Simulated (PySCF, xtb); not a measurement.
Si(F)(Me) (CH3FSi), SMILES C[Si]F (connectivity only; charge and spin as stated), neutral, multiplicity 1.

Coordinates come from a PBE0-D3(BJ)/def2-TZVP optimisation.

Computed with IEF-PCM-M06-2X/def2-SVP (PySCF).

The values are the electrostatic part of the solvation free energy, E(continuum) − E(gas) at the gas-phase geometry, in a cavity of scaled van der Waals radii (PySCF's table); cavitation and dispersion terms are not included. In vacuum the orbital gap is 6.44 eV. The dipole moment in vacuum is 1.44 D.

Computed values in water (ε = 78.36), benzene (ε = 2.27), acetone (ε = 20.49):
| solvent | ε | ΔG(elec) (kcal/mol) | dipole (D) | gap (eV) |
|---|---|---|---|---|
| water | 78.36 | -2.6 | 1.82 | 6.54 |
| benzene | 2.27 | -1.2 | 1.61 | 6.48 |
| acetone | 20.49 | -2.4 | 1.80 | 6.54 |

For comparison, GFN2-xTB/ALPB(water) (xtb, at the GFN2-xTB geometry, all terms of that model) gives 0.6 kcal/mol.
